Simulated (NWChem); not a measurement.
System: C₂H₃ClO₂Si; SMILES C1(=O)O[Si@@H](C1)Cl

Here is an NWChem input.

```
start job
memory heap 200 mb stack 900 mb global 1100 mb
geometry units angstroms
  O      0.427938     2.752229    -0.517734
  C      0.114328     1.651391    -0.160506
  C     -1.224534     0.880717    -0.262783
  Si    -0.264087    -0.466525     0.629781
  Cl     0.203050    -2.162069    -0.444203
  O      0.960812     0.758523     0.498949
  H     -1.526160     0.689918    -1.311264
  H     -2.051578     1.399069     0.261114
  H     -0.541368    -0.849483     2.042451
end
basis spherical
  * library sto-3g
end
dft
  xc hfexch
  iterations 150
end
driver
  maxiter 120
end
task dft optimize
task dft freq
```

Output (shortened):

```
             Northwest Computational Chemistry Package (NWChem) 7.3.0
             --------------------------------------------------------

 C1  symmetry detected

                             Geometry "geometry" -> ""
                             -------------------------

 Output coordinates in angstroms (scale by  1.889725989 to convert to a.u.)

  No.       Tag          Charge          X              Y              Z
 ---- ---------------- ---------- -------------- -------------- --------------
    1 O                    8.0000     0.36929461     2.73781251    -0.52598805
    2 C                    6.0000     0.08366915     1.63284599    -0.15819128
    3 C                    6.0000    -1.24611998     0.84219977    -0.21726656
    4 Si                  14.0000    -0.23776784    -0.48954229     0.64521765
    5 Cl                  17.0000     0.22021454    -2.17919995    -0.44190571
    6 O                    8.0000     0.96393274     0.75345674     0.47461192
    7 H                    1.0000    -1.57806792     0.64570074    -1.25548311
    8 H                    1.0000    -2.06372124     1.34879200     0.33232523
    9 H                    1.0000    -0.46422203    -0.87493021     2.06626401

 Effective nuclear repulsion energy (a.u.)     348.1097484502

                                Z-matrix (autoz)
                                --------

 Units are Angstrom for bonds and degrees for angles

[...]

      ----------------------
      Optimization converged
      ----------------------

  Step       Energy      Delta E   Gmax     Grms     Xrms     Xmax
  ---- ---------------- -------- -------- -------- -------- --------
@   14    -964.50321488 -1.3D-07  0.00002  0.00001  0.00037  0.00085
                                     ok       ok       ok       ok

                                Z-matrix (autoz)
                                --------

 Units are Angstrom for bonds and degrees for angles

[...]

 Rotational Constants
 --------------------
 A=   0.210432 cm-1  (  0.302757 K)
 B=   0.044807 cm-1  (  0.064465 K)
 C=   0.043576 cm-1  (  0.062695 K)

 Temperature                      =   298.15K
 frequency scaling parameter      =   1.0000

 Zero-Point correction to Energy  =   38.499 kcal/mol  (  0.061351 au)
 Thermal correction to Energy     =   41.981 kcal/mol  (  0.066901 au)
 Thermal correction to Enthalpy   =   42.573 kcal/mol  (  0.067845 au)

 Total Entropy                    =   77.955 cal/mol-K
   - Translational                =   40.292 cal/mol-K (mol. weight = 121.9591)
   - Rotational                   =   27.752 cal/mol-K (symmetry #  =        1)
   - Vibrational                  =    9.911 cal/mol-K

 Cv (constant volume heat capacity) =   18.688 cal/mol-K
   - Translational                  =    2.979 cal/mol-K
   - Rotational                     =    2.979 cal/mol-K
   - Vibrational                    =   12.729 cal/mol-K

[normal modes left out]

 ----------------------------------------------------------------------------
 Normal Eigenvalue ||           Projected Infra Red Intensities
  Mode   [cm**-1]  || [atomic units] [(debye/angs)**2] [(KM/mol)] [arbitrary]
 ------ ---------- || -------------- ----------------- ---------- -----------
    1        0.000 ||    0.001168           0.027         1.139       0.323
    2        0.000 ||    0.000367           0.008         0.358       0.102
    3        0.000 ||    0.004668           0.108         4.551       1.292
    4        0.000 ||    0.000900           0.021         0.878       0.249
    5        0.000 ||    0.000008           0.000         0.007       0.002
    6        0.000 ||    0.000717           0.017         0.699       0.198
    7       90.674 ||    0.005313           0.123         5.180       1.470
    8      211.017 ||    0.012294           0.284        11.985       3.401
    9      275.624 ||    0.012849           0.296        12.525       3.555
   10      521.124 ||    0.004339           0.100         4.229       1.200
   11      568.992 ||    0.024926           0.575        24.299       6.896
   12      579.449 ||    0.009597           0.221         9.355       2.655
   13      726.951 ||    0.034906           0.805        34.028       9.657
   14      794.899 ||    0.028928           0.667        28.200       8.003
   15      896.204 ||    0.041404           0.955        40.362      11.455
   16      930.497 ||    0.054129           1.249        52.768      14.975
   17     1014.553 ||    0.123686           2.854       120.575      34.219
   18     1026.540 ||    0.063513           1.465        61.916      17.572
   19     1049.448 ||    0.154205           3.558       150.327      42.662
   20     1275.825 ||    0.001937           0.045         1.889       0.536
   21     1365.732 ||    0.184873           4.265       180.223      51.147
   22     1402.905 ||    0.004377           0.101         4.267       1.211
   23     1760.689 ||    0.006871           0.159         6.698       1.901
   24     2183.160 ||    0.183086           4.224       178.481      50.653
   25     2890.206 ||    0.002991           0.069         2.916       0.828
   26     3625.947 ||    0.009431           0.218         9.194       2.609
   27     3752.541 ||    0.004441           0.102         4.329       1.229
 ----------------------------------------------------------------------------
```

Level: Hartree-Fock/STO-3G.
